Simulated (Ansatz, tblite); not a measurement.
Cost and result up the ladder for Sn₂S (3 atoms). The state is a singlet with charge 0. Geometry: B3LYP-D4/def2-TZVP.

| atom | x (Å) | y (Å) | z (Å) |
| --- | --- | --- | --- |
| Sn1 | 0.265 | 0.467 | -1.514 |
| Sn2 | -0.510 | 0.801 | 1.296 |
| S3 | 0.246 | -1.269 | 0.219 |

Ansatz on 4 threads of Arm Neoverse V2 on a shared host; xTB runs through tblite on one thread. Times are rough, summed over both states, and most runs start from the orbitals of an earlier one. B2PLYP/def2-TZVP serves as the yardstick here, not as an exact answer. The other state is a triplet at its own geometry.

In the def2 sets Sn takes a core potential; there is no spin–orbit coupling. The xTB rows come from tblite. LC-ωPBE has ω = 0.4 bohr⁻¹. Correlated methods freeze 13 core orbitals; core or outer-core shells of Sn are correlated, in sets that lack core-valence functions. In CCSD on the charge 0 triplet the largest single amplitude is 0.26, so its Hartree–Fock determinant may place the open shell otherwise than the density functionals do. The structure comes from a short search, and lower isomers may exist.

Run but left out: HF/STO-3G (singlet: restricted singlet, unstable in another Hartree–Fock run and untested here); HF/def2-TZVP, HF/def2-TZVPP (singlet: restricted singlet, unstable towards broken spin symmetry).

Correlated methods converge slowly with the basis.

xTB has no spin-polarisation term.

```tsv
level	functions	triplet − singlet (eV)	difference from B2PLYP/def2-TZVP (eV)	remarks
B2PLYP/def2-TZVP	137	0.70	0.00	–
CCSD(T)/def2-TZVPP	142	0.75	0.05	large T1 (0.020) (singlet), restricted SCF unstable (singlet)
LC-ωPBE/def2-TZVP	137	0.64	-0.06	–
GFN1-xTB	27	1.22	0.52	–
r2SCAN-D4/def2-TZVP	137	0.47	-0.23	–
RPA@PBE/def2-TZVP	137	0.62	-0.07	–
revPBE-D4/def2-TZVP	137	0.55	-0.15	–
PBE0-D4/def2-TZVP	137	0.59	-0.11	–
GFN2-xTB	27	1.15	0.45	–
CAM-B3LYP-D4/def2-TZVP	137	0.68	-0.02	–
MP2/def2-TZVP	137	0.87	0.17	restricted SCF unstable (singlet)
r2SCANh-D4/def2-TZVP	137	0.47	-0.23	–
PBE-D4/def2-TZVP (with forces)	137	0.58	-0.12	–
```

Task: Estimate how long each takes.

Result: GFN1-xTB 0.004 s; GFN2-xTB 0.006 s; revPBE-D4/def2-TZVP 2.8 s; PBE-D4/def2-TZVP (with forces) 3 s; PBE0-D4/def2-TZVP 4.5 s; MP2/def2-TZVP 4.8 s; CAM-B3LYP-D4/def2-TZVP 6.5 s; RPA@PBE/def2-TZVP 6.8 s; r2SCAN-D4/def2-TZVP 8.3 s; B2PLYP/def2-TZVP 8.4 s; LC-ωPBE/def2-TZVP 8.5 s; r2SCANh-D4/def2-TZVP 9.5 s; CCSD(T)/def2-TZVPP 55 s. On shared hardware such times vary by a factor of up to 3.
